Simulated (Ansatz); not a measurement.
BH4NOSi can be A, `O[SiH]1BN1`, or B, `OB1N[SiH2]1`.

Isolated molecules relaxed with PBE0-D4/def2-TZVP in Ansatz; ΔE leaves out vibrations. CCSD(T)/CBS is the MP2 limit (def2-TZVPP, def2-QZVPP) plus CCSD(T) − MP2 in def2-TZVPP, frozen cores. DFT in def2-TZVPP. Each species was taken in one conformer, which may not be the lowest.

Question: Which is lower in electronic energy at CCSD(T)/CBS, and by how much? (Estimate.)

Answer: The calculation gave: A, by 0.5 kcal/mol. So small a gap doesn't settle the order.

Question: Give E(B) − E(A) in kcal/mol with MP2/def2-TZVPP, BLYP-D4, PBE-D4, LDA (SPW92), r2SCAN-D4, B2PLYP, PBE0-D4. (An estimate is asked.)

Answer: Computed: MP2/def2-TZVPP 0.1, BLYP-D4 -1.7, PBE-D4 -2.6, LDA (SPW92) -3.6, r2SCAN-D4 -1.0, B2PLYP -0.7, PBE0-D4 -2.0. The order is the other way round with BLYP-D4, PBE-D4, LDA (SPW92), r2SCAN-D4, B2PLYP, PBE0-D4.

Question: Does the order hold for the free energy at 298.15 K (harmonic terms from PBE0-D4)? (An estimate is asked.)

Answer: Ansatz gave: Too close to call: G(B) − G(A) = +0.4 kcal/mol, for one conformer each.

Largest T1 diagnostic: 0.014.

Leaving LDA and LC-ωPBE aside and taking each functional with its dispersion term where it has one, the values, not all of them listed here, spread over 2.1 kcal/mol, from PBE-D4 to ωB97M-V. LDA lies −0.9 kcal/mol from PBE without D4. At CCSD(T), def2-SVP lies −8.1 kcal/mol from the extrapolated value and def2-TZVPP −0.9 kcal/mol.
